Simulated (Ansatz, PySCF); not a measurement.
Reaction (SMILES): C[SiH](F)N[SiH3] + H+ → C[Si@H](F)[NH2+][SiH3]
Geometries: B3LYP-D3(BJ)/def2-TZVP minima from Ansatz (a quantum-chemistry and plane-wave program), one conformer each, not searched for the lowest. Frequencies are from PySCF.

Property: proton affinity (enthalpy at 298 K, with B3LYP-D3(BJ) rigid-rotor harmonic-oscillator terms), positive where the reaction releases energy, in eV. Correlated levels leave the core frozen unless marked. Spin-orbit coupling is left out. No relativistic terms. Basis-set limits of correlation are two-point, X^-3; Hartree-Fock from the larger set.

```json
[
 {"level": "r2SCAN-D3(BJ)/def2-TZVPD", "program": "Ansatz + dftd3", "proton affinity (eV)": "8.86"},
 {"level": "B3LYP-D4/def2-TZVPD", "program": "Ansatz + dftd4", "proton affinity (eV)": "8.84"},
 {"level": "PBE0-D4/def2-TZVPD", "program": "Ansatz + dftd4", "proton affinity (eV)": "8.87"},
 {"level": "PBE0/def2-TZVP", "program": "Ansatz", "proton affinity (eV)": "8.89"},
 {"level": "CAM-B3LYP-D3(BJ)/def2-TZVPD", "program": "Ansatz + dftd3", "proton affinity (eV)": "8.79"},
 {"level": "CAM-B3LYP-D4/def2-TZVPD", "program": "Ansatz + dftd4", "proton affinity (eV)": "8.76"},
 {"level": "wB97X-V/def2-TZVPD", "program": "Ansatz", "proton affinity (eV)": "8.89"},
 {"level": "B2PLYP-D3(BJ)/def2-TZVPD", "program": "Ansatz + dftd3", "proton affinity (eV)": "8.84"},
 {"level": "SCS-MP2/6-31G", "program": "Ansatz", "proton affinity (eV)": "9.22"},
 {"level": "SCS-MP2/6-31G*", "program": "Ansatz", "proton affinity (eV)": "9.06"},
 {"level": "SCS-MP2/cc-pV(T+d)Z", "program": "Ansatz", "proton affinity (eV)": "8.94"},
 {"level": "CCSD(T) with core electrons (1s frozen past Ne)/cc-pwCVTZ", "program": "Ansatz", "proton affinity (eV)": "8.91"},
 {"level": "CCSD(T)/CBS(cc-pV(T+d)Z,cc-pV(Q+d)Z)", "program": "Ansatz", "proton affinity (eV)": "[?]"}
]
```

Question: Fill in the missing entries.

Answer: 
- CCSD(T)/CBS(cc-pV(T+d)Z,cc-pV(Q+d)Z), proton affinity (eV): 8.83
